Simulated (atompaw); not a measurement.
## Varying the PAW (atompaw) potential for O (Z = 8)

Base potential:

```json
{
 "Element": "O (Z = 8)",
 "Generator": "atompaw 4.2.0.5",
 "Type": "PAW",
 "Functional": "PBE",
 "Relativity": "scalar-relativistic",
 "Frozen core": "[He]",
 "Valence charge": "6",
 "Reference configuration": "2s2 2p3 (charge +1)",
 "Partial waves": "2s (bound); 2s channel at -0.4 Ry; 2p (bound); 2p channel at -1.4 Ry",
 "Local potential": "bessel scheme, radius 1.90 bohr",
 "Core correction": "smooth core density matched at 1.70 bohr",
 "Augmentation charge": "besselshape compensation charge, radius 1.45 bohr; PAW radius 1.90 bohr; waves and projectors: bloechl"
}
```

Cutoffs, loose and tight: the cutoffs (Ry, on a coarse ladder) from which the occupation-weighted sum of valence levels, in a spherical-Bessel basis at the reference potential, stays within 10 and 1 mRy of its value at 400 Ry. They see the waves, projectors and local potential, not the compensation charge or the core. A dash means not determined.

| change | outcome | cutoff, loose | cutoff, tight | bound ghosts |
| --- | --- | --- | --- | --- |
| base | generated | 30 Ry | 35 Ry | none |
| all radii scaled by about 1.17 (s 0.76, p 2.22 bohr); local potential bessel scheme, radius 2.22 bohr; augmentation besselshape compensation charge, radius 1.68 bohr; PAW radius 2.22 bohr; waves and projectors: bloechl; core correction smooth core density matched at 1.98 bohr | generated | 25 Ry | 35 Ry | none |
| local potential vpsmatchnc scheme with l = 2 at -0.5 Ry, radius 1.90 bohr | generated | 35 Ry | 50 Ry | none |
| core correction smooth core density matched at 1.60 bohr | generated | 30 Ry | 35 Ry | none |
| functional PBEsol | generated | 25 Ry | 35 Ry | none |
| waves 2s (bound): rc 0.65 bohr; 2s channel at -0.4 Ry: rc 1.90 bohr; 2p (bound): rc 1.90 bohr; 2p channel at -1.4 Ry: rc 1.90 bohr; augmentation besselshape compensation charge, radius 1.45 bohr; PAW radius 1.90 bohr; waves and projectors: custom rrkj vanderbiltortho | generated | 90 Ry | 120 Ry | none |
| augmentation besselshape compensation charge, radius 1.82 bohr; PAW radius 1.90 bohr; waves and projectors: bloechl | generated | 30 Ry | 35 Ry | none |
